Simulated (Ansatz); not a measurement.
A made-up structure of LiBSiH2SO, singlet:

Li1  (-1.863, 1.468, 0.530)
Si2  (-0.195, -0.195, 1.049)
S3  (0.342, 1.687, -0.188)
B4  (0.095, -1.496, -0.430)
O5  (0.156, -2.240, -1.380)
H6  (-3.112, 2.418, 0.784)
H7  (0.401, 1.158, -1.420)
(Å)

It is relaxed with PBE-D4/def2-SVP and then PBE0-D4/def2-TZVP (Ansatz 0.2.0). Atoms count as bonded within 1.22 times the sum of their covalent radii (H–H: 0.88 Å). The end point is not checked to be a true minimum.

Problem. Does its bonding change? (A judgement: the text doesn't fix the answer.)

Solution. Computed: Yes. Formed: none; broken: Li1–Si2.

Where it ends: The first stage lowers the energy by 0.57 eV in 16 steps. It ends as LiBSiH₂SO ([LiH][SH][Si][B][O]):
```xyz
7
angstrom
Li -2.1692 2.3437 1.1545
Si 0.6434 -0.6756 1.0908
S -0.0420 1.2321 0.4043
B 0.4004 -1.5418 -0.7234
O 0.2828 -2.0872 -1.7904
H -2.7894 2.4336 -0.3382
H -0.5031 1.0956 -0.8525
```

Labels in which every atom is bracketed show which atoms are joined, not bond orders.

For scale, one of the runs: PBE0-D4/def2-TZVP relaxation, 162 basis functions, launched by `ansatz run in.yaml --threads 2 --pin off --events-out ev --progress --plain --max-ram 4352MiB`. Hardware: 2 CPU threads of an AMD EPYC 9R45, shared host. Wall time about 11 s.
